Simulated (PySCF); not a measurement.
# Ca¹⁹⁺ (calcium, charge +19) across methods

1s1, 2S determinant. Calculation: PySCF 2.14, in an uncontracted even-tempered set (17 s from 15 bohr⁻², ratio 2.2; 7 p from 23 bohr⁻², ratio 2.4; 4 d from 70 bohr⁻², ratio 2.4; 3 f from 100 bohr⁻², ratio 2.4; 3 g from 160 bohr⁻², ratio 2.4); the spin-free X2C one-electron Hamiltonian (Gaussian nucleus).

```csv
method,E (hartree),mean ε 1s α (eV),Σ⟨r²⟩ (bohr²),⟨S²⟩
r2SCAN,-201.081,-5357.9,0.007379,0.750
UHF,-201.07593,-5471.6,0.007367,0.750
B97-3,-201.039,-5376.9,0.007383,0.750
PBE,-200.961,-5342.7,0.007397,0.750
TPSSh,-201.080,-5364.7,0.007379,0.750
PBE0,-200.991,-5375.0,0.007389,0.750
LDA,-200.241,-5326.4,0.007420,0.750
```

For one electron the Hartree and exchange-correlation energies should cancel; what remains is the self-interaction error.
